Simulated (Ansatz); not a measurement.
Method: Ansatz (a quantum-chemistry and plane-wave program) with r2SCAN-D4/def2-TZVP. No frequencies were computed at this level.

Ansatz 0.2 input:
```yaml
crystal:
  periodic: [false, false, false]
  atoms:
    - { symbol: C, position_ang: [1.235956, -0.347069, 0.670862] }
    - { symbol: C, position_ang: [0.489833, 0.730726, -0.054206] }
    - { symbol: C, position_ang: [-0.755323, 0.637684, -0.514209] }
    - { symbol: N, position_ang: [-1.619548, -0.434282, -0.339537] }
    - { symbol: H, position_ang: [0.888168, -1.339444, 0.385839] }
    - { symbol: H, position_ang: [1.110957, -0.247195, 1.750423] }
    - { symbol: H, position_ang: [2.299816, -0.282027, 0.450633] }
    - { symbol: H, position_ang: [1.014652, 1.664521, -0.183431] }
    - { symbol: H, position_ang: [-1.209125, 1.478525, -1.021318] }
    - { symbol: H, position_ang: [-1.168082, -1.293479, -0.061709] }
    - { symbol: H, position_ang: [-2.287305, -0.56796, -1.083348] }
basis:
  gaussian: { orbitals: def2-tzvp }
hamiltonian:
  xc: r2scan
  dispersion: d4
relax:
  max_steps: 150
```

Output:

```
Functional definition: r2SCAN
1003 factors; their error is unknown
mean field evaluation 1: about -4700.8547 eV, gradient 7.6e1 eV
mean field evaluation 2: about -4689.6296 eV, gradient 1.0e2 eV
mean field evaluation 4: about -4713.5776 eV, gradient 3.9e0 eV
mean field evaluation 8: about -4713.6148 eV, gradient 2.7e-1 eV
mean field evaluation 16: about -4713.5771 eV, gradient 3.2e-4 eV
mean field -4713.57714126 eV, -173.2207649640 hartree, gradient 3.0e-5 eV, S^2 0.000000; 0 other end points of the search recorded, 0 dependent functions left out
reference -4713.57715205 eV, -173.2207653605 hartree; 16, 16 occupied and 150, 150 virtual orbitals, 1003 factors
relax step   1: F+E_penalty+E_count = -4713.61981298 eV  Δ(F+E_penalty+E_count) = +0.000e0 eV  max|allowed force component| = 4.734e-1 eV/Å  Δτ_max = 0.0000 Å  (30 SCF iters, accepted)
these checks for a lower state are left out or cut short: starts, cluster_reference, orbital_swaps, neighbouring_geometries, increment
1003 factors; their error is unknown
mean field -4713.58661446 eV, -173.2211130977 hartree, gradient 1.8e-5 eV, S^2 0.000000; 0 other end points of the search recorded, 0 dependent functions left out
reference -4713.58662527 eV, -173.2211134949 hartree; 16, 16 occupied and 150, 150 virtual orbitals, 1003 factors
relax step   2: F+E_penalty+E_count = -4713.62926865 eV  Δ(F+E_penalty+E_count) = -9.456e-3 eV  max|allowed force component| = 1.980e-1 eV/Å  Δτ_max = 0.0188 Å  (34 SCF iters, accepted)
these checks for a lower state are left out or cut short: starts, cluster_reference, orbital_swaps, neighbouring_geometries, increment
1003 factors; their error is unknown
mean field evaluation 32: about -4713.5882 eV, gradient 1.7e-5 eV
mean field -4713.58824652 eV, -173.2211730746 hartree, gradient 1.9e-5 eV, S^2 0.000000; 0 other end points of the search recorded, 0 dependent functions left out
reference -4713.58825734 eV, -173.2211734725 hartree; 16, 16 occupied and 150, 150 virtual orbitals, 1003 factors
relax step   3: F+E_penalty+E_count = -4713.63090697 eV  Δ(F+E_penalty+E_count) = -1.638e-3 eV  max|allowed force component| = 3.456e-2 eV/Å  Δτ_max = 0.0182 Å  (33 SCF iters, accepted)
these checks for a lower state are left out or cut short: starts, cluster_reference, orbital_swaps, neighbouring_geometries, increment
1003 factors; their error is unknown
mean field -4713.58845728 eV, -173.2211808201 hartree, gradient 1.9e-5 eV, S^2 0.000000; 0 other end points of the search recorded, 0 dependent functions left out
reference -4713.58846811 eV, -173.2211812180 hartree; 16, 16 occupied and 150, 150 virtual orbitals, 1003 factors
relax step   4: F+E_penalty+E_count = -4713.63112715 eV  Δ(F+E_penalty+E_count) = -2.202e-4 eV  max|allowed force component| = 2.020e-2 eV/Å  Δτ_max = 0.0108 Å  (34 SCF iters, accepted)
these checks for a lower state are left out or cut short: starts, cluster_reference, orbital_swaps, neighbouring_geometries, increment
1003 factors; their error is unknown
mean field -4713.58860082 eV, -173.2211860950 hartree, gradient 1.9e-5 eV, S^2 0.000000; 0 other end points of the search recorded, 0 dependent functions left out
reference -4713.58861165 eV, -173.2211864929 hartree; 16, 16 occupied and 150, 150 virtual orbitals, 1003 factors
relax step   5: F+E_penalty+E_count = -4713.63127364 eV  Δ(F+E_penalty+E_count) = -1.465e-4 eV  max|allowed force component| = 1.382e-2 eV/Å  Δτ_max = 0.0078 Å  (34 SCF iters, accepted)
these checks for a lower state are left out or cut short: starts, cluster_reference, orbital_swaps, neighbouring_geometries, increment
1003 factors; their error is unknown
mean field -4713.58893611 eV, -173.2211984169 hartree, gradient 1.9e-5 eV, S^2 0.000000; 0 other end points of the search recorded, 0 dependent functions left out
reference -4713.58894694 eV, -173.2211988148 hartree; 16, 16 occupied and 150, 150 virtual orbitals, 1003 factors
relax step   6: F+E_penalty+E_count = -4713.63162186 eV  Δ(F+E_penalty+E_count) = -3.482e-4 eV  max|allowed force component| = 3.278e-2 eV/Å  Δτ_max = 0.0335 Å  (33 SCF iters, accepted)
these checks for a lower state are left out or cut short: starts, cluster_reference, orbital_swaps, neighbouring_geometries, increment
1003 factors; their error is unknown
mean field -4713.58918341 eV, -173.2212075047 hartree, gradient 1.8e-5 eV, S^2 0.000000; 0 other end points of the search recorded, 0 dependent functions left out
reference -4713.58919424 eV, -173.2212079028 hartree; 16, 16 occupied and 150, 150 virtual orbitals, 1003 factors
relax step   7: F+E_penalty+E_count = -4713.63188850 eV  Δ(F+E_penalty+E_count) = -2.666e-4 eV  max|allowed force component| = 5.314e-2 eV/Å  Δτ_max = 0.0475 Å  (32 SCF iters, accepted)
these checks for a lower state are left out or cut short: starts, cluster_reference, orbital_swaps, neighbouring_geometries, increment
1003 factors; their error is unknown
mean field evaluation 64: about -4713.5890 eV, gradient 5.8e-1 eV
mean field -4713.58939259 eV, -173.2212151921 hartree, gradient 1.8e-5 eV, S^2 0.000000; 0 other end points of the search recorded, 0 dependent functions left out
reference -4713.58940342 eV, -173.2212155901 hartree; 16, 16 occupied and 150, 150 virtual orbitals, 1003 factors
relax step   8: F+E_penalty+E_count = -4713.63210357 eV  Δ(F+E_penalty+E_count) = -2.151e-4 eV  max|allowed force component| = 4.440e-2 eV/Å  Δτ_max = 0.0125 Å  (34 SCF iters, accepted)
these checks for a lower state are left out or cut short: starts, cluster_reference, orbital_swaps, neighbouring_geometries, increment
1003 factors; their error is unknown
mean field -4713.58970523 eV, -173.2212266812 hartree, gradient 1.8e-5 eV, S^2 0.000000; 0 other end points of the search recorded, 0 dependent functions left out
reference -4713.58971606 eV, -173.2212270792 hartree; 16, 16 occupied and 150, 150 virtual orbitals, 1003 factors
relax step   9: F+E_penalty+E_count = -4713.63244109 eV  Δ(F+E_penalty+E_count) = -3.375e-4 eV  max|allowed force component| = 4.500e-2 eV/Å  Δτ_max = 0.0443 Å  (32 SCF iters, accepted)
these checks for a lower state are left out or cut short: starts, cluster_reference, orbital_swaps, neighbouring_geometries, increment
1003 factors; their error is unknown
mean field -4713.58979108 eV, -173.2212298363 hartree, gradient 1.8e-5 eV, S^2 0.000000; 0 other end points of the search recorded, 0 dependent functions left out
reference -4713.58980191 eV, -173.2212302343 hartree; 16, 16 occupied and 150, 150 virtual orbitals, 1003 factors
relax step  10: F+E_penalty+E_count = -4713.63253987 eV  Δ(F+E_penalty+E_count) = -9.878e-5 eV  max|allowed force component| = 4.034e-2 eV/Å  Δτ_max = 0.0250 Å  (33 SCF iters, accepted)
these checks for a lower state are left out or cut short: starts, cluster_reference, orbital_swaps, neighbouring_geometries, increment
1003 factors; their error is unknown
mean field -4713.58991314 eV, -173.2212343219 hartree, gradient 1.8e-5 eV, S^2 0.000000; 0 other end points of the search recorded, 0 dependent functions left out
reference -4713.58992397 eV, -173.2212347198 hartree; 16, 16 occupied and 150, 150 virtual orbitals, 1003 factors
relax step  11: F+E_penalty+E_count = -4713.63266375 eV  Δ(F+E_penalty+E_count) = -1.239e-4 eV  max|allowed force component| = 2.890e-2 eV/Å  Δτ_max = 0.0021 Å  (35 SCF iters, accepted)
these checks for a lower state are left out or cut short: starts, cluster_reference, orbital_swaps, neighbouring_geometries, increment
1003 factors; their error is unknown
mean field evaluation 96: about -4713.5900 eV, gradient 1.8e-5 eV
mean field -4713.58998973 eV, -173.2212371367 hartree, gradient 1.8e-5 eV, S^2 0.000000; 0 other end points of the search recorded, 0 dependent functions left out
reference -4713.59000056 eV, -173.2212375345 hartree; 16, 16 occupied and 150, 150 virtual orbitals, 1003 factors
relax step  12: F+E_penalty+E_count = -4713.63274896 eV  Δ(F+E_penalty+E_count) = -8.521e-5 eV  max|allowed force component| = 1.670e-2 eV/Å  Δτ_max = 0.0133 Å  (34 SCF iters, accepted)
these checks for a lower state are left out or cut short: starts, cluster_reference, orbital_swaps, neighbouring_geometries, increment
1003 factors; their error is unknown
mean field -4713.59003092 eV, -173.2212386501 hartree, gradient 1.8e-5 eV, S^2 0.000000; 0 other end points of the search recorded, 0 dependent functions left out
reference -4713.59004174 eV, -173.2212390479 hartree; 16, 16 occupied and 150, 150 virtual orbitals, 1003 factors
relax step  13: F+E_penalty+E_count = -4713.63279997 eV  Δ(F+E_penalty+E_count) = -5.101e-5 eV  max|allowed force component| = 9.158e-3 eV/Å  Δτ_max = 0.0180 Å  (33 SCF iters, accepted)
these checks for a lower state are left out or cut short: starts, cluster_reference, orbital_swaps, neighbouring_geometries, increment
1003 factors; their error is unknown
mean field -4713.59005154 eV, -173.2212394078 hartree, gradient 1.8e-5 eV, S^2 0.000000; 0 other end points of the search recorded, 0 dependent functions left out
reference -4713.59006236 eV, -173.2212398057 hartree; 16, 16 occupied and 150, 150 virtual orbitals, 1003 factors
relax step  14: F+E_penalty+E_count = -4713.63283071 eV  Δ(F+E_penalty+E_count) = -3.074e-5 eV  max|allowed force component| = 9.289e-3 eV/Å  Δτ_max = 0.0244 Å  (33 SCF iters, accepted)
these checks for a lower state are left out or cut short: starts, cluster_reference, orbital_swaps, neighbouring_geometries, increment
1003 factors; their error is unknown
mean field -4713.59005802 eV, -173.2212396462 hartree, gradient 1.8e-5 eV, S^2 0.000000; 0 other end points of the search recorded, 0 dependent functions left out
reference -4713.59006885 eV, -173.2212400440 hartree; 16, 16 occupied and 150, 150 virtual orbitals, 1003 factors
relax step  15: F+E_penalty+E_count = -4713.63284083 eV  Δ(F+E_penalty+E_count) = -1.012e-5 eV  max|allowed force component| = 4.346e-3 eV/Å  Δτ_max = 0.0105 Å  (34 SCF iters, accepted)
1003 factors; their error is unknown
mean field evaluation 128: about -4713.5911 eV, gradient 3.8e0 eV
mean field -4713.59005802 eV, -173.2212396462 hartree, gradient 1.8e-5 eV, S^2 0.000000; 1 other end points of the search recorded, 0 dependent functions left out
reference -4713.59006885 eV, -173.2212400440 hartree; 16, 16 occupied and 150, 150 virtual orbitals, 1003 factors
Total energy: -4713.63285166 eV, -173.2228122834 hartree
Atom 0 at     1.223879    -0.347795     0.651945 Å, force     0.003485    -0.003740     0.000863 eV/Å
Atom 1 at     0.519552     0.739587    -0.099670 Å, force    -0.002950     0.003348    -0.000722 eV/Å
Atom 2 at    -0.747289     0.650552    -0.522875 Å, force    -0.001003    -0.002244     0.001494 eV/Å
Atom 3 at    -1.608688    -0.411553    -0.275671 Å, force    -0.001030    -0.001200    -0.000979 eV/Å
Atom 4 at     1.036417    -1.337013     0.214678 Å, force     0.001734     0.002217     0.002418 eV/Å
Atom 5 at     0.910462    -0.401292     1.702554 Å, force     0.001190     0.000068    -0.004346 eV/Å
Atom 6 at     2.304660    -0.198171     0.646218 Å, force    -0.003736    -0.001163     0.000200 eV/Å
Atom 7 at     1.049413     1.664553    -0.291504 Å, force     0.000562     0.000756     0.001691 eV/Å
Atom 8 at    -1.208672     1.477290    -1.053773 Å, force     0.001505     0.000467    -0.002529 eV/Å
Atom 9 at    -1.161742    -1.272907     0.003978 Å, force    -0.000848     0.000631    -0.000012 eV/Å
Atom 10 at    -2.317993    -0.563252    -0.975881 Å, force     0.001088     0.000860     0.001922 eV/Å
Dipole moment:    -0.120072    -0.208453    -0.165029 e Å
```

Cost: about 100 core-seconds (a rough figure).
